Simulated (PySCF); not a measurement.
C8H10SSi.
Geometry (PBE0-D3(BJ)/def2-SVP, Å), atoms numbered from 1 in this order:
```xyz
20
C8H10SSi angstrom
C     -2.640   -0.442   -0.573
C     -1.537    0.208   -0.969
C     -0.596    0.789    0.060
C      0.777    0.201   -0.025
C      1.142   -1.075   -0.382
C      2.546   -1.301   -0.293
C      3.232   -0.197    0.134
S      2.169    1.125    0.423
Si    -1.512    0.378    1.701
C     -2.949   -0.569    0.895
H     -3.323   -0.879   -1.310
H     -1.280    0.306   -2.030
H     -0.528    1.884   -0.064
H      0.415   -1.824   -0.700
H      3.029   -2.248   -0.540
H      4.304   -0.083    0.286
H     -0.675   -0.447    2.621
H     -1.965    1.606    2.424
H     -3.009   -1.625    1.208
H     -3.929   -0.123    1.139
```

The calculation used PySCF, PBE0-D3(BJ)/def2-SVP geometry optimisation, gas phase.

Take the most abundant isotopes and a rigid rotor. The values belong to one conformer with, in the numbering `[CH:1]1=[CH:2][C@H:3]([c:4]2[cH:5][cH:6][cH:7][s:8]2)[SiH2:9][CH2:10]1`, C2–C3–C4–C5 -33°.

What are A, B and C (cm⁻¹)?

Ia = 225.83, Ib = 809.95, Ic = 886.99 u·Å²; 505379 MHz·u·Å²/I gives 2238, 624.0 and 569.8 MHz, that is A = 0.07465, B = 0.02081, C = 0.01901 cm⁻¹.

Classify the top.

A near-prolate asymmetric top. Ray's parameter κ = (2B − A − C)/(A − C) = -0.935; −1 is the prolate and +1 the oblate limit.

Is it planar, by Δ = Ic − Ia − Ib?

Not planar: Δ = Ic − Ia − Ib = -148.78 u·Å². For a rigid frame Δ = −2 Σ m c², so Σ m c² = 74.39 u·Å² lies off the ab plane: 15.65 from hydrogen and 58.74 from heavier atoms. The atom farthest from that plane is 1.89 Å away.

Where do the levels up to J = 3 lie, in MHz?

Above 0(0,0):
J = 1: 1(0,1) 1194, 1(1,1) 2808, 1(1,0) 2862
J = 2: 2(0,2) 3580, 2(1,2) 5141, 2(1,1) 5304, 2(2,1) 10145, 2(2,0) 10147
J = 3: 3(0,3) 7156, 3(1,3) 8640, 3(1,2) 8965, 3(2,2) 13726, 3(2,1) 13733, 3(3,1) 21932, 3(3,0) 21932
Those of J = 1 are B + C, A + C and A + B.

Which types of transition are allowed, and where do some lines up to J = 2 fall?

The dipole components are |μa| = 0.88 D, |μb| = 0.60 D, |μc| = 0.18 D. Intensities carry the squares of the components, which stand as 1.00 : 0.47 : 0.04 (a : b : c). Some lines, for components of 0.1 D or more:

```json
{"type": "b", "branch": "R", "J(Ka,Kc)": "2(0,2) ← 1(1,1)", "MHz": "772", "lower level (cm⁻¹)": "0.094"}
{"type": "a", "branch": "R", "J(Ka,Kc)": "1(0,1) ← 0(0,0)", "MHz": "1194", "lower level (cm⁻¹)": "0.000"}
{"type": "c", "branch": "Q", "J(Ka,Kc)": "2(1,2) ← 2(0,2)", "MHz": "1561", "lower level (cm⁻¹)": "0.119"}
{"type": "c", "branch": "Q", "J(Ka,Kc)": "1(1,1) ← 1(0,1)", "MHz": "1614", "lower level (cm⁻¹)": "0.040"}
{"type": "b", "branch": "Q", "J(Ka,Kc)": "1(1,0) ← 1(0,1)", "MHz": "1668", "lower level (cm⁻¹)": "0.040"}
{"type": "b", "branch": "Q", "J(Ka,Kc)": "2(1,1) ← 2(0,2)", "MHz": "1724", "lower level (cm⁻¹)": "0.119"}
{"type": "a", "branch": "R", "J(Ka,Kc)": "2(1,2) ← 1(1,1)", "MHz": "2333", "lower level (cm⁻¹)": "0.094"}
{"type": "a", "branch": "R", "J(Ka,Kc)": "2(0,2) ← 1(0,1)", "MHz": "2386", "lower level (cm⁻¹)": "0.040"}
{"type": "a", "branch": "R", "J(Ka,Kc)": "2(1,1) ← 1(1,0)", "MHz": "2442", "lower level (cm⁻¹)": "0.095"}
{"type": "b", "branch": "R", "J(Ka,Kc)": "1(1,1) ← 0(0,0)", "MHz": "2808", "lower level (cm⁻¹)": "0.000"}
{"type": "c", "branch": "R", "J(Ka,Kc)": "1(1,0) ← 0(0,0)", "MHz": "2862", "lower level (cm⁻¹)": "0.000"}
{"type": "b", "branch": "R", "J(Ka,Kc)": "2(1,2) ← 1(0,1)", "MHz": "3947", "lower level (cm⁻¹)": "0.040"}
{"type": "c", "branch": "R", "J(Ka,Kc)": "2(1,1) ← 1(0,1)", "MHz": "4110", "lower level (cm⁻¹)": "0.040"}
{"type": "c", "branch": "Q", "J(Ka,Kc)": "2(2,1) ← 2(1,1)", "MHz": "4842", "lower level (cm⁻¹)": "0.177"}
{"type": "b", "branch": "Q", "J(Ka,Kc)": "2(2,0) ← 2(1,1)", "MHz": "4843", "lower level (cm⁻¹)": "0.177"}
{"type": "b", "branch": "Q", "J(Ka,Kc)": "2(2,1) ← 2(1,2)", "MHz": "5004", "lower level (cm⁻¹)": "0.171"}
{"type": "b", "branch": "R", "J(Ka,Kc)": "2(2,1) ← 1(1,0)", "MHz": "7283", "lower level (cm⁻¹)": "0.095"}
{"type": "c", "branch": "R", "J(Ka,Kc)": "2(2,0) ← 1(1,0)", "MHz": "7285", "lower level (cm⁻¹)": "0.095"}
{"type": "c", "branch": "R", "J(Ka,Kc)": "2(2,1) ← 1(1,1)", "MHz": "7338", "lower level (cm⁻¹)": "0.094"}
{"type": "b", "branch": "R", "J(Ka,Kc)": "2(2,0) ← 1(1,1)", "MHz": "7339", "lower level (cm⁻¹)": "0.094"}
```

Estimate the classical rotational partition function at 25 K, 50 K and 500 K.

Point group C1, symmetry number σ = 1; q = (√π/σ)·√((kT/h)³/(ABC)), k/h = 20836.6 MHz/K: 23600 at 25 K, 66800 at 50 K, 2110000 at 500 K.

No frequency check. These are rigid-rotor constants of the computed structure; measured ground-state constants (B0) also hold zero-point vibration.
